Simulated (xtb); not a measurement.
C5H12Si, charge -1, doublet, geometry from GFN2-xTB (a state made from the parent by changing its charge; the spin is typed, not shown lowest); xtb with GFN0-xTB.

The xtb input:
```
$ xtb mol.xyz --gfn 0 --chrg -1 --uhf 1 --etemp 10000 --json

# file mol.xyz
18

C      2.16003671    -0.84148380     1.28348992
C      1.48553002     0.21229236     0.65084664
Si    -0.14889855     0.14298310    -0.14429729
C     -0.69079915     1.88714466    -0.74397338
C     -1.54961750    -0.52819582     1.03218291
C     -0.57164655    -0.99674437    -1.69937455
H      3.15184816    -0.71769966     1.69563799
H      1.65710004    -1.76847569     1.51246684
H      2.09272032     1.09805367     0.46627116
H     -1.69005540     2.14042272    -0.39585800
H     -0.69828317     1.95522380    -1.82938107
H     -0.01535944     2.65221175    -0.37399035
H     -1.69346264     0.11056415     1.90207867
H     -2.51593616    -0.63584450     0.53865174
H     -1.26598848    -1.51058701     1.40297596
H      0.03198809    -0.73622798    -2.56926471
H     -0.35240392    -2.03731939    -1.46279137
H     -1.61860908    -0.95016349    -2.00566385
```

Task: Write the output that xtb gives for this input, abridged.

Result: 
```
   ID    Z sym.   atoms
    1    6 C      1, 2, 4-6
    2   14 Si     3
    3    1 H      7-18

           -------------------------------------------------
          |                Calculation Setup                |
           -------------------------------------------------

           -------------------------------------------------
          |                 G F N 0 - x T B                 |
           -------------------------------------------------

          ...................................................
          :                      SETUP                      :
          :.................................................:
          :  # basis functions                  54          :
          :  # atomic orbitals                  53          :
          :  # shells                           37          :
          :  # electrons                        37          :
          :  electronic temp.        10000.0000000     K    :
          :  accuracy                    1.0000000          :
          :  -> integral cutoff          0.2500000E+02      :
          :  -> integral neglect         0.1000000E-07      :
          ...................................................

         :::::::::::::::::::::::::::::::::::::::::::::::::::::
         ::                     SUMMARY                     ::
         :::::::::::::::::::::::::::::::::::::::::::::::::::::
         :: total energy             -20.432106103214 Eh    ::
         :: gradient norm              0.038132814455 Eh/a0 ::
         :: HOMO-LUMO gap              2.550792091059 eV    ::
         ::.................................................::
         :: H0 energy                -19.522491961717 Eh    ::
         :: repulsion energy           0.309981719926 Eh    ::
         :: electrostat energy        -1.213168447357 Eh    ::
         :: -> Gsolv                   0.000000000000 Eh    ::
         ::    -> Gsasa                0.000000000000 Eh    ::
         ::    -> Gshift               0.000000000000 Eh    ::
         :: dispersion energy         -0.006427414066 Eh    ::
         :: short-range corr.          0.000000000000 Eh    ::
         :: add. restraining           0.000000000000 Eh    ::
         :: total charge              -1.000000000000 e     ::
         :::::::::::::::::::::::::::::::::::::::::::::::::::::

           -------------------------------------------------
          |                Property Printout                |
[...]
    14   1 H        0.924     0.088     1.903     2.157
    15   1 H        0.925     0.091     1.868     2.137
    16   1 H        0.924     0.077     2.012     2.218
    17   1 H        0.925     0.086     1.919     2.166
    18   1 H        0.924     0.088     1.895     2.153

 Mol. C6AA /au·bohr⁶  :       3625.358277
 Mol. C8AA /au·bohr⁸  :     107027.106385
 Mol. α(0) /au        :         96.876260

Wiberg/Mayer (AO) data.
largest (>0.10) Wiberg bond orders for each atom

 ---------------------------------------------------------------------------
     #   Z sym  total        # sym  WBO       # sym  WBO       # sym  WBO
 ---------------------------------------------------------------------------
     1   6 C    3.377 --     2 C    1.383     7 H    0.975     8 H    0.975
     2   6 C    3.485 --     1 C    1.383     3 Si   1.090     9 H    0.954
     3  14 Si   3.947 --     2 C    1.090     4 C    0.885     5 C    0.855
                             6 C    0.837
     4   6 C    3.809 --    11 H    0.956    12 H    0.955    10 H    0.955
                             3 Si   0.885
     5   6 C    3.789 --    14 H    0.960    13 H    0.957    15 H    0.955
                             3 Si   0.855
     6   6 C    3.776 --    18 H    0.960    16 H    0.959    17 H    0.957
                             3 Si   0.837
     7   1 H    0.982 --     1 C    0.975
     8   1 H    0.984 --     1 C    0.975
     9   1 H    0.983 --     2 C    0.954
    10   1 H    0.978 --     4 C    0.955
    11   1 H    0.978 --     4 C    0.956
    12   1 H    0.979 --     4 C    0.955
    13   1 H    0.981 --     5 C    0.957
    14   1 H    0.977 --     5 C    0.960
    15   1 H    0.980 --     5 C    0.955
    16   1 H    0.981 --     6 C    0.959
    17   1 H    0.982 --     6 C    0.957
    18   1 H    0.977 --     6 C    0.960
 ---------------------------------------------------------------------------

Topologies differ in total number of bonds
Writing topology from bond orders to xtbtopo.mol

 dipole moment from electron density (au)
     X       Y       Z
  -1.7507   0.4091  -0.9780  total (Debye):    5.202

           -------------------------------------------------
          | TOTAL ENERGY              -20.432106103214 Eh   |
          | GRADIENT NORM               0.038132814455 Eh/α |
          | HOMO-LUMO GAP               2.550792091059 eV   |
           -------------------------------------------------

normal termination of xtb
```
